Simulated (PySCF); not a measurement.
Isomers C6H11NOSi:

A. `C=C/C=N/[SiH2]C(=C)OC`
B. SMILES C/C(CC(N)=O)=C1/C[SiH2]1
C. SMILES C/C=C(\C#N)O[SiH2]CC
D. `CC[SiH2]/C=C(\C#N)OC`
E. SMILES C=N[C@@H]1C[SiH2]C(=C)CO1

Spectrum 1. 13C{1H} NMR (computed): δ 152.0 (CH2), 149.4 (C), 133.4 (CH2), 96.1 (CH), 79.9 (CH2), 21.0 (CH2).

Spectrum 2. 13C{1H} NMR (computed): δ 172.1 (C), 156.6 (C), 126.3 (C), 49.4 (CH2), 29.1 (CH3), 0.6 (CH2).

Spectrum 3. 13C{1H} NMR (computed): δ 150.1 (C), 121.7 (CH), 118.1 (C), 58.2 (CH3), 11.3 (CH3), 6.7 (CH2).

Spectrum 4. 13C{1H} NMR (computed): δ 178.5 (CH), 171.5 (C), 151.2 (CH), 139.3 (CH2), 99.2 (CH2), 55.7 (CH3).

Spectrum 5. 13C{1H} NMR (computed): δ 135.5 (C), 126.6 (CH), 119.0 (C), 17.2 (CH3), 8.7 (CH2), 6.4 (CH3).

Calculated, not measured (PySCF): σ from GIAO-PBE0/pcSseg-1, coordinates at the GFN2-xTB level. A single conformation, equivalent nuclei averaged, no solvent, relativity neglected.

Chemical shifts δ = σref − σ; TMS for 13C, all at this level. Acid and N–H amide carbonyl carbons lie up to 10 ppm further downfield in solution (hydrogen bonding). Shifts are as computed. Against solution values, carbons near 30 ppm lie about +3 ppm off and those near 130 ppm about +5 ppm. Of 1309 compounds with measured shifts, 239 miss one by over three times the rms of a fit or turn the order of signals round; such compounds aren't used in these exercises. Groups on amide-type nitrogens are kept apart (slow C–N rotation).

Problem. Which spectrum belongs to which compound?

Solution. 1–E, 2–B, 3–D, 4–A, 5–C.

- Spectrum 1 (E): 6 13C signals; δC 149.4 is a fully substituted alkene carbon; δC 133.4 is a terminal =CH2 carbon.
- Spectrum 2 (B): 6 13C signals; δC 172.1 is an amide carbonyl carbon; δC 156.6 is a fully substituted alkene carbon.
- Spectrum 3 (D): 6 13C signals; δC 150.1 is an alkene carbon bearing oxygen; δC 118.1 is a nitrile carbon.
- Spectrum 4 (A): 6 13C signals; δC 171.5 is an alkene carbon bearing oxygen; δC 151.2 is an alkene CH.
- Spectrum 5 (C): 6 13C signals; δC 135.5 is an alkene carbon bearing oxygen; δC 119.0 is a nitrile carbon.
